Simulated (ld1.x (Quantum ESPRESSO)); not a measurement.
## Ga (Z = 31): variants of one RRKJ potential

Base potential:

gallium (Ga), norm-conserving RRKJ (Kleinman–Bylander form), made with ld1.x (Quantum ESPRESSO) 7.5 (PBE, scalar-relativistic). Core [Ar], reference 3d10 4s1 4p0 (charge +2). Waves: 4p (bound, empty): rc 2.30 bohr; 3d (bound): rc 1.30 bohr; 4s (bound): rc 1.60 bohr. Local part: the s channel. Core correction: none.

Cutoffs, loose and tight: the cutoffs (Ry, on a coarse ladder) from which the occupation-weighted sum of valence levels, in a spherical-Bessel basis at the reference potential, stays within 10 and 1 mRy of its value at 400 Ry. They do not see the model core or the augmentation charge, which bear on the density cutoff. Test errors are all-electron minus pseudo excitation energies from the reference, over the configurations 3d10 4s2 4p1; 3d10 4s2 4p0; 3d10 4s0 4p0; 3d10 4s1 4p1; 3d9 4s2 4p2; 3d9 4s0 4p0; 3d9 4s2 4p1. A dash means not determined; rows that change the core or the reference have their own tests.

A true bound ghost makes a file unfit for plane-wave use even where its test errors are small: the radial tests pick states by their node count and pass the ghost by.

| change | outcome | cutoff, loose | cutoff, tight | bound ghosts | largest test error (meV) |
| --- | --- | --- | --- | --- | --- |
| base | generated | 140 Ry | 200 Ry | none | -451 |
| all radii scaled by about 0.89 (s 1.42, p 2.04, d 1.16 bohr) | generated | 160 Ry | 260 Ry | none | -595 |
| wave 4p (bound): rc 2.30 bohr becomes 4p (bound): rc 3.18 bohr | generated | 140 Ry | 200 Ry | p | -359 |
| functional LDA (PZ) | generated | 140 Ry | 200 Ry | none | -484 |
| core correction a·sin(br)/r model core inside 0.56 bohr | generated | 140 Ry | 200 Ry | none | -591 |
| wave 4s (bound): rc 1.60 bohr becomes 4s (bound): rc 1.46 bohr | generated | 140 Ry | 200 Ry | none | -418 |
| type ultrasoft; waves now 4s (bound): rcut 1.40, rcutus 1.60 bohr; 4s channel at -0.6 Ry: rcut 1.40, rcutus 1.60 bohr; 4p (bound): rcut 2.00, rcutus 2.30 bohr; 4p channel at -0.6 Ry: rcut 2.00, rcutus 2.30 bohr; 3d (bound): rcut 1.15, rcutus 1.30 bohr; 3d channel at -2 Ry: rcut 1.15, rcutus 1.30 bohr; local potential all-electron potential smoothed inside 1.90 bohr (lloc = -1); augmentation PSQ, inside the norm-conserving radii | generated | 90 Ry | 140 Ry | none | -76 |

(1) What comes out with this change to the base: wave 3d (bound): rc 1.30 bohr becomes 3d (bound): rc 0.84 bohr?

(2) What comes out with this change to the base: reference 3d10 4s2 4p0?

## Answers

(1) outcome: generated; cutoff, loose: 260 Ry; cutoff, tight: over 300 Ry; bound ghosts: none; largest test error (meV): -859.

(2) outcome: generated; cutoff, loose: 140 Ry; cutoff, tight: 200 Ry; bound ghosts: none; largest test error (meV): -207.
